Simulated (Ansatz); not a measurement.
`O/C(Cl)=C/[SiH3]` and `[SiH3]/C=C/Cl` differ in one atom or group (the configuration at the double bond changes too).

Ansatz, PBE0-D4/def2-TZVP geometries, multiplicity 1. Each molecule was computed in one conformer, which needn't be the lowest.

```csv
property,`O/C(Cl)=C/[SiH3]`
LUMO energy (PBE0/def2-TZVPP) / eV,-0.33
HOMO energy (PBE/def2-TZVPP) / eV,-5.95
LUMO energy (ωB97M-V/def2-TZVPP) / eV,1.71
LUMO energy (PBE/def2-TZVPP) / eV,-1.25
HOMO energy (ωB97M-V/def2-TZVPP) / eV,-9.30
LUMO energy (B3LYP/def2-TZVPP) / eV,-0.54
```

(1) Give the same properties after the change, and the shifts. (Best estimate.)

Results:

(1) Ansatz gave: 
```csv
property,`[SiH3]/C=C/Cl`,shift
LUMO energy (PBE0/def2-TZVPP) / eV,-0.77,-0.44
HOMO energy (PBE/def2-TZVPP) / eV,-6.53,-0.58
LUMO energy (ωB97M-V/def2-TZVPP) / eV,1.35,-0.36
LUMO energy (PBE/def2-TZVPP) / eV,-1.73,-0.48
HOMO energy (ωB97M-V/def2-TZVPP) / eV,-9.83,-0.53
LUMO energy (B3LYP/def2-TZVPP) / eV,-0.97,-0.43
```

With PBE0 the HOMO falls by 0.56 eV and the LUMO falls by 0.44 eV, so the gap widens by about 0.12 eV. PBE moves the HOMO by -0.58 eV and ωB97M-V by -0.53 eV.

B3LYP here is the variant with VWN-RPA as its local correlation; programs differ in this.
